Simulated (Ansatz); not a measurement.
C₃H₈MgO (`CC(C)[O][MgH]`), relaxed with RKS PBE-D4/def2-SVP in Ansatz from a rough embedded geometry. The force threshold is 0.03 eV/Å; the program also tests the step.

Charge 0, multiplicity 1.

Start:

```xyz
13

C    -0.625   -0.992   -0.413
C     0.259    0.169   -0.053
C     0.731    0.816   -1.328
O    -0.497    1.153    0.708
Mg   -0.504    0.289    2.551
H    -0.956   -1.517    0.601
H    -1.545   -0.691   -0.927
H    -0.099   -1.746   -0.963
H     1.171   -0.139    0.547
H    -0.124    1.227   -1.920
H     1.337    0.141   -1.944
H     1.377    1.743   -1.083
H    -0.525   -0.452    4.225
```

```
step  energy (eV)  largest force (eV/Å)  largest move (Å)
   1  -10717.0402                 2.822             0.000
   2  -10717.4804                 1.234             0.198
   3  -10717.6117                 0.588             0.113
   4  -10717.6656                 0.478             0.200
   5  -10717.7243                 0.445             0.196
   6  -10717.7722                 0.244             0.198
   7  -10717.8076                 0.182             0.199
   8  -10717.8436                 0.109             0.200
   9  -10717.8594                 0.209             0.198
  10  -10717.8697                 0.146             0.191
  11  -10717.8731                 0.353             0.076
  12  -10717.8813                 0.050             0.100
  13  -10717.8829                 0.026             0.054
  14  -10717.8834                 0.037             0.082
  15  -10717.8835                 0.038             0.006
  16  -10717.8836                 0.003             0.005
```

End:

```xyz
13

C    -0.540   -1.268   -0.675
C     0.471   -0.256   -0.121
C     0.603    0.966   -1.040
O     0.125    0.132    1.172
Mg   -0.527    0.701    2.744
H    -0.617   -2.145   -0.001
H    -1.546   -0.803   -0.752
H    -0.248   -1.631   -1.682
H     1.471   -0.763   -0.093
H    -0.374    1.487   -1.127
H     0.934    0.679   -2.059
H     1.341    1.682   -0.626
H    -1.092    1.219    4.258
```

Hardware: 4 threads of an Arm Neoverse V2 on a shared host. Wall time 19 s, peak host memory 0.16 GiB.
